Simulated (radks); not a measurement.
The numbers below are computed, except where a source is named.
Task: Nb+, configuration [Kr] 4d3 5s1 (not the ground configuration). Level of theory: Dirac Kohn-Sham, BLYP, spin-unpolarised, spherical densities, point nucleus; open shells are shared between the two j in proportion to 2j + 1 (a radial shooting solver on a logarithmic mesh with Libxc functionals).

Spin-orbit splittings of the eigenvalues, e(l+1/2) - e(l-1/2), with zeta = 2 splitting/(2l+1) and mean radii in bohr:

shell  occ.  splitting (eV)  zeta (eV)  <r> j=l-1/2  <r> j=l+1/2
2p        6           95.84      63.89       0.1346       0.1391
3p        6           15.52      10.35       0.4387       0.4492
3d       10           2.890      1.156       0.4311       0.4346
4p        6           2.144      1.429        1.272        1.303
4d        3               ?          ?        1.943        1.963

Estimate the 4d splitting.

Result: 0.1857 eV (zeta = 0.07428 eV).
